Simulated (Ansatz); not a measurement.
System: LiI, net charge 0, singlet state. 
Geometry from a B3LYP-D3(BJ)/def2-TZVP (Ansatz, a quantum-chemistry and plane-wave program) optimisation:
```xyz
2

Li     0.0000     0.0000    -2.2643
I      0.0000     0.0000     0.1282
```
Charge 0, spin multiplicity 1.

Q: Give the harmonic wavenumbers at B3LYP-D3(BJ)/def2-TZVP (Ansatz, finite differences of forces, unscaled).

A: 497 cm⁻¹. Zero-point energy 0.7 kcal/mol.

Q: From these and the geometry, give the ideal-gas thermochemistry at 298.15 K and 1 atm (rigid rotor, harmonic oscillator).

A: Point group C∞v, rotational symmetry number 1. Rotational constants 13.42, 13.42 GHz. S(trans) 40.59, S(rot) 14.18, S(vib) 0.67, S(elec, spin only) 0.00, S 55.4 cal/(mol K). H(298) - H(0) 2.22 kcal/mol; G - E(el) -13.6 kcal/mol.
